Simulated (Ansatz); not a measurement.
## Which is lower?

Two relaxed structures of AlB2NH6, singlet (PBE0-D4/def2-TZVP; forces vanish, vibrations not checked).

A:

N1  (-0.691, 1.933, -0.176)
B2  (-0.519, 0.789, 0.600)
B3  (-0.519, -0.809, 0.189)
Al4  (1.233, -1.817, -0.417)
H5  (-0.894, 1.918, -1.160)
H6  (-0.651, 2.861, 0.207)
H7  (-0.281, 0.962, 1.776)
H8  (-1.525, -1.454, 0.342)
H9  (1.560, -1.958, -1.974)
H10  (2.287, -2.425, 0.613)
(Å)

B:

N1  (-0.715, 2.111, -0.143)
B2  (-0.551, 1.036, 0.723)
B3  (1.265, -1.999, -0.483)
Al4  (-0.491, -1.034, 0.190)
H5  (-0.831, 2.031, -1.138)
H6  (-0.736, 3.068, 0.174)
H7  (-0.422, 1.333, 1.885)
H8  (-1.802, -1.939, 0.369)
H9  (1.548, -2.101, -1.647)
H10  (2.087, -2.466, 0.258)
(Å)

Computed with Ansatz 0.2.0 (basis: def2-TZVPP); correlated methods freeze the cores. B3LYP uses VWN-RPA correlation.

Question: Which structure is lower at CCSD(T), and by how much? (Judge from chemistry; the value comes from the calculation.)

Answer: Computed: A, by 0.278 eV (electronic energy, against the other). By their contacts, A is AlB₂NH₆ ([NH2][BH][BH][AlH2]) and B is AlB₂NH₆ ([BH2][AlH][BH][NH2]).

All methods give the same order:

```json
{"method": "PBE-D4", "E(B) − E(A) (eV)": "0.328"}
{"method": "r2SCAN-D4", "E(B) − E(A) (eV)": "0.360"}
{"method": "PBE0-D4", "E(B) − E(A) (eV)": "0.331"}
{"method": "B3LYP-D4", "E(B) − E(A) (eV)": "0.338"}
{"method": "wB97M-V", "E(B) − E(A) (eV)": "0.336"}
{"method": "HF", "E(B) − E(A) (eV)": "0.304"}
{"method": "MP2", "E(B) − E(A) (eV)": "0.306"}
{"method": "CCSD", "E(B) − E(A) (eV)": "0.283"}
{"method": "CCSD(T)", "E(B) − E(A) (eV)": "0.278"}
```

T1 diagnostic: at most 0.014.

Labels in which every atom is bracketed show which atoms are joined, not bond orders.

For scale, one of the runs: CCSD(T)/def2-TZVPP, 219 basis functions, launched by `ansatz run in.yaml --threads 2 --pin off --events-out ev --progress --plain --max-ram 4352MiB`. Time: 81 s of wall clock on 2 CPU threads of an Intel Xeon Platinum 8259CL; the host was shared. Peak host memory: 3.2 GiB.
